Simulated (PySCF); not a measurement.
Work out the structure from these simulated measurements.

Formula: C5H17AlN2.

- Rotational structure: rotational constants A, B, C: 2.546, 1.006, 0.984 GHz [PBE0-D3(BJ)/def2-SVP]
- 13C NMR: chemical shifts (computed TMS as zero) by class: 46.2 (3 C), 44.9 (2 C) ppm [GIAO KT2/pcSseg-1]
- UV, first state: lowest singlet excitation: 4.57 eV (271 nm, f = 0.010) [TDDFT B3LYP/def2-SVPD]
- 1H NMR: chemical shifts (computed TMS as zero) by class: 3.93 (2 H), 2.88 (6 H), 2.23 (9 H) ppm [GIAO KT2/pcSseg-1]
- Dipole: 4.65 D [B3LYP/def2-SVPD]
- Valence photoelectron: vertical ionisation energy: 7.33 eV [ΔSCF B3LYP/def2-SVPD]
- Triplet: lowest triplet excitation (Tamm–Dancoff): 4.52 eV [TDA B3LYP/def2-SVPD]
- UV, strongest line: among the 10 lowest singlet transitions: S9 at 6.41 eV (193 nm, f = 0.046) [TDDFT B3LYP/def2-SVPD]
- Polarisability: 111.4 au [B3LYP/def2-SVPD]

The electronic properties come from PySCF, for the isolated species, density fitting. Levels stand in brackets. One conformer (not necessarily the lowest) at the PBE0-D3(BJ)/def2-SVP geometry, without solvent, vibrations or thermal averaging. Each NMR value is the plain mean over a class of atoms that symmetry, rotation or inversion makes alike.

Problem. Propose a structure and show how it fits.

Solution. Numbering: `[CH3:1][N:2]([CH3:3])[AlH2-:4][N+:5]([CH3:6])([CH3:7])[CH3:8]`. 5 carbons fall into 2 classes; from least to most shielded: N-methyl carbon [C6/C7/C8] (46.2 ppm, 3 C, up to 3.1 ppm apart in this geometry), N-methyl carbon [C1/C3] (44.9 ppm, 2 C). Hydrogen classes from least to most shielded: 2 H on an aluminium bonded to 2 N and 2 H, Al4 (3.93 ppm), 6 H on 2 N-methyl carbons, C1/C3 (2.88 ppm, a mean of values up to 0.9 ppm apart in this geometry), 9 H on 3 N-methyl carbons, C6/C7/C8 (2.23 ppm, a mean of values up to 0.8 ppm apart in this geometry). The first electron is taken from the HOMO, whose largest Löwdin shares are 0.57 on the nitrogen bonded to Al and 2 C, 0.10 on each of 2 atoms of one kind (N-methyl carbon) and 0.04 on the aluminium bonded to 2 N and 2 H. The optimised geometry has point group Cs and is an asymmetric top. Structure: `C[N](C)[AlH2-][N+](C)(C)C`. The assignments are read from this structure; whether some other isomer fits the data as well wasn't checked.

The values belong to the conformer `[CH3:1][N:2]([CH3:3])[AlH2-:4][N+:5]([CH3:6])([CH3:7])[CH3:8]`: C1–N2–Al4–N5 -93°, N2–Al4–N5–C6 180°.
